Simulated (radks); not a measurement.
Q: Successive ionisation energies (eV) of one element, from differences of total energies of ions in their ground configurations, starting at charge 22: 676.27, 1222.3, 1296.9, 1373.0, 1450.7, 1529.8, 1610.5, 1692.6, 1776.1, 1861.1, 1947.4, 2182.0, 2259.3, 2337.3, 2415.7, 2494.6, 2573.6, 2732.9, 2804.0, 6695.3, 6913.0, 7132.5. All-electron calculation, non-relativistic Kohn-Sham, LDA (Slater exchange, Perdew-Wang correlation), spin-unpolarised, spherical densities, point nucleus; relativity is left out, which matters for an element this heavy. Program: a radial shooting solver on a logarithmic mesh with Libxc functionals. Which element is it?

A: Antimony (Z = 51). The first species listed is Sb22+ in [Ar] 3d10 4s1, the last Sb43+ in [He] 2s2 2p4.
